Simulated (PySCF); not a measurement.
# `C=C/C=C(C=C)/C=C/C`, C9H12

Molfile (atoms numbered from 1):
```
C9H12
     RDKit          3D

 21 20  0  0  0  0  0  0  0  0999 V2000
   -1.6684   -0.3827    3.7480 C   0  0  0  0  0  0  0  0  0  0  0  0
   -1.4053    0.1600    2.5588 C   0  0  0  0  0  0  0  0  0  0  0  0
   -0.5017   -0.4282    1.6108 C   0  0  0  0  0  0  0  0  0  0  0  0
   -0.1866    0.0671    0.3890 C   0  0  0  0  0  0  0  0  0  0  0  0
   -0.7945    1.2991   -0.1198 C   0  0  0  0  0  0  0  0  0  0  0  0
   -0.1364    2.2541   -0.7622 C   0  0  0  0  0  0  0  0  0  0  0  0
    0.7720   -0.6504   -0.4352 C   0  0  0  0  0  0  0  0  0  0  0  0
    0.9222   -0.5252   -1.7535 C   0  0  0  0  0  0  0  0  0  0  0  0
    1.8985   -1.3105   -2.5594 C   0  0  0  0  0  0  0  0  0  0  0  0
   -2.3484    0.0749    4.4452 H   0  0  0  0  0  0  0  0  0  0  0  0
   -1.2056   -1.3038    4.0631 H   0  0  0  0  0  0  0  0  0  0  0  0
   -1.8796    1.0921    2.2834 H   0  0  0  0  0  0  0  0  0  0  0  0
   -0.0306   -1.3509    1.9278 H   0  0  0  0  0  0  0  0  0  0  0  0
   -1.8519    1.4243    0.0772 H   0  0  0  0  0  0  0  0  0  0  0  0
    0.9226    2.1876   -0.9494 H   0  0  0  0  0  0  0  0  0  0  0  0
   -0.6297    3.1484   -1.1053 H   0  0  0  0  0  0  0  0  0  0  0  0
    1.3717   -1.3853    0.0896 H   0  0  0  0  0  0  0  0  0  0  0  0
    0.3062    0.1690   -2.3092 H   0  0  0  0  0  0  0  0  0  0  0  0
    1.3758   -1.9106   -3.3048 H   0  0  0  0  0  0  0  0  0  0  0  0
    2.5723   -0.6410   -3.0950 H   0  0  0  0  0  0  0  0  0  0  0  0
    2.4883   -1.9709   -1.9280 H   0  0  0  0  0  0  0  0  0  0  0  0
  1  2  2  0
  2  3  1  0
  3  4  2  0
  4  5  1  0
  5  6  2  0
  4  7  1  0
  7  8  2  0
  8  9  1  0
  1 10  1  0
  1 11  1  0
  2 12  1  0
  3 13  1  0
  5 14  1  0
  6 15  1  0
  6 16  1  0
  7 17  1  0
  8 18  1  0
  9 19  1  0
  9 20  1  0
  9 21  1  0
M  END
```

The calculation used GIAO B3LYP/pcSseg-1 magnetisability, rotational g tensor and spin-rotation constants, non-relativistic, gas phase (PySCF). Geometry: GFN2-xTB.

Question: How diamagnetic is it, and how anisotropic?

Answer: Isotropic -1240 × 10⁻³⁰ J/T², or -74.7 × 10⁻⁶ cm³/mol; principal values -1541, -1210, -968 × 10⁻³⁰ J/T², anisotropy 498 × 10⁻³⁰ J/T² (root of half the summed squared differences of the principal values). The susceptibility is in cgs units.

Question: Split it along the inertial axes a, b, c into diamagnetic and paramagnetic parts about the centre of mass, with the quadrupole moment.

Answer: 
```
axis  χ (10⁻⁶ cm³/mol)  diamagnetic (10⁻⁶ cm³/mol)  paramagnetic (10⁻⁶ cm³/mol)  summed x² of all electrons (Å²)  quadrupole Θ (D Å)
   a             -73.5                      -544.9                        471.4                            365.7               +3.80
   b             -61.5                     -1632.0                       1570.5                            109.4               +3.40
   c             -89.0                     -2015.5                       1926.5                             19.0               -7.20
```
Anisotropies 2χaa − χbb − χcc = +3.5 and 2χbb − χaa − χcc = +39.4 × 10⁻⁶ cm³/mol. Θ is traceless in Buckingham's convention.

Question: And the rotational g tensor?

Answer: 
| axis | rotational constant (GHz) | g | nuclear part | electronic part |
| --- | --- | --- | --- | --- |
| a | 2.9776 | -0.0359 | 0.6236 | -0.6595 |
| b | 0.8176 | -0.0144 | 0.5889 | -0.6033 |
| c | 0.6553 | -0.0011 | 0.5919 | -0.5931 |

Asymmetric top; isotopes 12C, 1H; no vibrational averaging.
